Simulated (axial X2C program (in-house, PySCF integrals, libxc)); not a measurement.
What spin–orbit coupling does to ICl⁺

All values were computed with an axial X2C code built on PySCF integrals. Spin-free means the one-electron spin-free X2C Hamiltonian; two-component (2c) means X2C with spin–orbit coupling and atomic mean-field two-electron Coulomb and Gaunt terms, so the difference of the two also holds small scalar two-electron terms. Basis: I dyall-cv3z [11s12p8d4f1g], Cl dyall-av3z [9s8p3d2f] (cores contracted in-house); Gaussian nuclei, density fitting, unrestricted open shells. Masses: I 126.904 u, Cl 34.969 u.

Spin-free state: M_S = 1/2, Λ = 1 (beyond evenly filled blocks: π+α, π+β, π-α); fragments I+ + Cl.

```csv
level,Re (Å),ωe (cm⁻¹),De (eV),μ (D)
PBE0,2.232,457.3,2.777,0.02
TPSS,2.261,426.3,2.988,0.20
```

Dipoles are positive if Cl is the positive end and refer to the centre of mass.

**Question.** Within this multiplet, which Ω should lie lowest by the rule for regular and inverted multiplets?

**Answer.** The open π shell holds three electrons, one hole, so the multiplet is inverted: Ω = Λ + 1/2 = 3/2. The PBE0 2c search agrees.

Two-component determinant lowest at the distance of the search:

Ω = 3/2 (⟨Sz⟩ = 0.51, ⟨Lz⟩ = 0.99 at PBE0); fragments I+ + Cl.

```
level  Re (Å)  ωe (cm⁻¹)  De (eV)  μ (D)
 PBE0   2.241      447.7    2.687  -0.23
 TPSS   2.270      417.2    2.957  -0.03
```

**Question.** From the two tables, how do the constants change at the PBE0 level (2c against spin-free)?

**Answer.** At the PBE0 level Re goes up by 0.009 Å and ωe goes down by 9.6 cm⁻¹; De is not compared, since the atomic limits differ or miss part of their spin–orbit lowering.

Occupations by symmetry block were frozen at the best pattern of an incomplete PBE0 search. Dissociation energies refer to the lowest single-determinant-based atoms at the same level and basis. Density functionals use the spin component along the axis (collinear). The 2c atoms are single determinants rather than J levels; their spin–orbit lowering is only partly caught, and De is too large by that part. This holds for PBE0, TPSS. Without a current term, density functionals place determinants with orbital angular momentum somewhat too high.
